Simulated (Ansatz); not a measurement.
Job for Ansatz (an electronic-structure program): R-wB97X-V/def2-TZVPP on CH5AlS (SMILES [CH3][AlH][SH]), a point of a torsion scan.

Ansatz 0.2 input:
```yaml
crystal:
  periodic: [false, false, false]
  atoms:
    - {symbol: C, position_ang: [-1.39444514, -0.19039351, 0.05619905]}
    - {symbol: Al, position_ang: [0.30023623, 0.69161148, -0.45890916]}
    - {symbol: S, position_ang: [0.49265211, 2.84868361, -0.83246320]}
    - {symbol: H, position_ang: [-2.25621061, 0.43545542, -0.21072497]}
    - {symbol: H, position_ang: [-1.53529344, -1.16192649, -0.42829364]}
    - {symbol: H, position_ang: [-1.46685297, -0.37029196, 1.13479464]}
    - {symbol: H, position_ang: [1.64343011, -0.03919337, -0.65777910]}
    - {symbol: H, position_ang: [1.80459937, 2.70354468, -1.01874858]}
basis:
  gaussian:
    orbitals: def2-TZVPP
hamiltonian:
  xc: {name: wB97X-V}
scf: {lower_state_search: off}
```

**Question.** Predict the final total energy.

**Answer.** -681.7023 hartree.

**Question.** How many basis functions does it have, and what does it roughly cost on one machine?

**Answer.** 185 functions; around 11 core-seconds (rough).
